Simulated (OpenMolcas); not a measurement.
Ta²⁺.

```
Program             : OpenMolcas
Method              : CASSCF
Basis               : ANO-R2 [8s6p5d3f1g]
Scalar Hamiltonian  : X2C, finite nucleus
Active space        : 3 electrons in 10 orbitals (5d 6d)
State averaging     : 2S+1 = 4 even, 10 roots; 2S+1 = 2 even, 40 roots
Spin-orbit coupling : state interaction with AMFI integrals over the reference wave functions, term energies averaged over their components
```

Levels without dynamic correlation, in cm⁻¹ above 5d³ ⁴F_3/2:

| Level | E |
| --- | --- |
| 5d³ ²G_7/2 | 14379 |
| 5d³ ⁴P_5/2 | 15894 |
| 5d³ ²H_11/2 | 20317 |
| 5d³ ²D_5/2(1) | 22216 |
| 5d³ ²F_7/2 | 28857 |
| 5d³ ²D_5/2(2) | 43163 |

On this reference, MS-CASPT2, IPEA 0.25 Eh, imaginary shift 0.1 Eh (closed shells correlated: 5s 5p) puts 5d³ ²G_7/2 at 12510 cm⁻¹.

Question: Estimate the other levels at that method by one scale factor, and say how well it serves.

Answer: The factor is 12510 / 14379 = 0.870. Scaled values beside those that MS-CASPT2 gives:
| Level | Scaled | MS-CASPT2 | Miss (%) |
| --- | --- | --- | --- |
| 5d³ ⁴P_5/2 | 13828 | 14520 | -4.8 |
| 5d³ ²H_11/2 | 17676 | 19200 | -7.9 |
| 5d³ ²D_5/2(1) | 19328 | 18890 | +2.3 |
| 5d³ ²F_7/2 | 25106 | 24620 | +2.0 |
| 5d³ ²D_5/2(2) | 37552 | 37320 | +0.6 |
For these levels the scaled values miss MS-CASPT2 by up to 7.9 %, as correlation changes each term by its own factor, spin-orbit parts do not scale and CASPT2 has its own spread within terms. This holds within one configuration; levels of others move differently, and the target method has errors of its own against measurement.

CASPT2 breaks the degeneracy within a term, and the mean is taken; among the terms shown or strongly mixed into the levels shown the widest spread is 450 cm-1 (5d³ ⁴F, MS-CASPT2). Active for correlation alone: 6d; no level in the range computed is led by a configuration that fills it, so any true level of that kind is missing. Without dynamic correlation excited terms often stand tens of per cent too high (terms of higher spin than the ground term too low), and those without a measured partner can miss by more than the paired ones (holds for CASSCF). Only configurations of the active space appear.

A number in round brackets counts repeated terms of one configuration in the order of the reference energies.
